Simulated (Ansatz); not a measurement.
`BO[SiH2][GeH3]` and `O[SiH2][GeH3]` differ in one atom or group.

Ansatz, PBE0-D4/def2-TZVP geometries, multiplicity 1. Each molecule was computed in one conformer, which needn't be the lowest.

Scalar relativity is left out up to krypton.

| property | `BO[SiH2][GeH3]` |
| --- | --- |
| HOMO–LUMO gap (PBE/def2-TZVPP) / eV | 5.08 |
| LUMO energy (PBE/def2-TZVPP) / eV | -1.73 |
| LUMO energy (PBE0/def2-TZVPP) / eV | -0.70 |
| size of the dipole moment (B3LYP/def2-TZVPP) / D | 0.79 |
| HOMO–LUMO gap (PBE0/def2-TZVPP) / eV | 7.35 |
| HOMO–LUMO gap (ωB97M-V/def2-TZVPP) / eV | 11.32 |

Q: Give the same properties after the change, and the shifts. (Best estimate.)

A: Ansatz gave: 
```
                                        property  `O[SiH2][GeH3]`  shift
             HOMO–LUMO gap (PBE/def2-TZVPP) / eV             5.78   0.70
               LUMO energy (PBE/def2-TZVPP) / eV            -1.15   0.58
              LUMO energy (PBE0/def2-TZVPP) / eV            -0.31   0.39
size of the dipole moment (B3LYP/def2-TZVPP) / D             1.47   0.68
            HOMO–LUMO gap (PBE0/def2-TZVPP) / eV             7.77   0.42
         HOMO–LUMO gap (ωB97M-V/def2-TZVPP) / eV            11.49   0.17
```

Dipoles are sizes alone; their direction can turn.

B3LYP here is the variant with VWN-RPA as its local correlation; programs differ in this.
